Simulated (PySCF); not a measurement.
# From computed data to an observable: oscillator strength and radiative lifetime

Zr(Cl)2(SH)2 (Cl2H2S2Zr), SMILES [SH][Zr]([SH])([Cl])[Cl], multiplicity 1.

Geometry: r2SCAN-D4/def2-SVP. The multiplicity is an assumed one; other spin states were not compared. The def2 effective core potentials stand for the cores of Zr; spin–orbit coupling is left out. Other conformers were not sampled.

PySCF with TDA-PBE/def2-SVPD puts the first singlet state with f over 0.02 at 4.30 eV (vertical), with the transition dipole (0.018, 0.580, 0.130) in atomic units.

Question: Find the oscillator strength, the wavelength and the radiative lifetime that this transition would have in vacuum if emission retraced absorption.

Answer: 
|μ|² = 0.3536 au, so |μ| = 1.51 D. ΔE = 4.30/27.211 = 0.1580 hartree. f = (2/3) ΔE |μ|² = 0.037 (the program prints 0.037).
λ = 1239.84/4.30 = 288 nm; ν = 34682 cm⁻¹.
Einstein's coefficient A = 0.6670 ν² f s⁻¹ (ν in cm⁻¹) = 3.0e7 s⁻¹, so τ = 1/A = 33 ns. This state is S4; the lower singlets have f = 0.004, 0.012, 0.004. The figure is the radiative limit of this one transition; relaxation, internal conversion, crossing to triplets and a medium change what is measured.
